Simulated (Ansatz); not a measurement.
Total energies of `[I][SnH]([I])[I]`.

Cartesian coordinates in Å:
```
I -0.9959 2.1059 1.1600
Sn -0.1597 -0.0987 -0.0824
I 1.5697 0.5843 -1.9917
I 1.0712 -1.6741 1.6800
H -1.4852 -0.9175 -0.7659
```

The species carries charge 0 and has multiplicity 1. Correlated methods include outer-core shells of I, Sn, which these sets cover unevenly. I, Sn: def2 effective core potential. All single points use the PBE0-D4/def2-TZVP geometry. Basis def2-TZVPP, Ansatz 0.2.0.

RPA on PBE orbitals: Hartree–Fock energy of these orbitals -1104.00968 Eh, correlation -2.26754 Eh (frozen core).

```json
{"functional": "BLYP", "kind": "GGA", "energy without D4 (Eh)": "-1107.93863", "D4 term (kJ/mol)": "-51.1"}
{"functional": "r2SCAN", "kind": "meta-GGA", "energy without D4 (Eh)": "-1108.59726", "D4 term (kJ/mol)": "-5.4"}
{"functional": "B97M-V", "kind": "meta-GGA with VV10", "energy without D4 (Eh)": "-1108.11802", "D4 term (kJ/mol)": "–"}
{"functional": "PBE0", "kind": "global hybrid, 25 % exact exchange", "energy without D4 (Eh)": "-1108.21330", "D4 term (kJ/mol)": "-23.0"}
{"functional": "r2SCANh", "kind": "meta-GGA hybrid, 10 %", "energy without D4 (Eh)": "-1108.55582", "D4 term (kJ/mol)": "-6.3"}
{"functional": "r2SCAN0", "kind": "meta-GGA hybrid, 25 %", "energy without D4 (Eh)": "-1108.49488", "D4 term (kJ/mol)": "-7.3"}
{"functional": "HSE06 (plane-wave form)", "kind": "screened hybrid", "energy without D4 (Eh)": "-1108.20740", "D4 term (kJ/mol)": "-22.6"}
{"functional": "CAM-B3LYP", "kind": "range-separated hybrid", "energy without D4 (Eh)": "-1108.15324", "D4 term (kJ/mol)": "-25.3"}
{"functional": "LC-ωPBE", "kind": "long-range corrected hybrid", "energy without D4 (Eh)": "-1108.30268", "D4 term (kJ/mol)": "–"}
{"functional": "ωB97M-V", "kind": "range-separated hybrid meta-GGA with VV10", "energy without D4 (Eh)": "-1108.06427", "D4 term (kJ/mol)": "–"}
```

Problem. Give the same for LDA (SPW92), PBE, revPBE, B3LYP, BHLYP, ωB97X-V, B2PLYP, PBE-QIDH. (An estimate is asked.)

Solution. The calculation gave: 
```
 functional                                  kind  energy without D4 (Eh)  D4 term (kJ/mol)
LDA (SPW92)                                   LDA             -1106.58149                 –
        PBE                                   GGA             -1108.12375             -25.8
     revPBE                                   GGA             -1108.32924             -45.3
      B3LYP                   global hybrid, 20 %             -1108.51991             -43.1
      BHLYP                   global hybrid, 50 %             -1107.94965             -48.9
    ωB97X-V  range-separated hybrid GGA with VV10             -1108.10997                 –
     B2PLYP                         double hybrid             -1107.45373                 –
   PBE-QIDH                         double hybrid             -1107.56110                 –
```

B3LYP takes the VWN-RPA correlation (the form of Gaussian; ORCA's B3LYP/G). HSE06 is the plane-wave form, built on full-range PBE exchange. The double hybrids freeze the cores in their second-order part.

LC-ωPBE has ω = 0.4 bohr⁻¹.
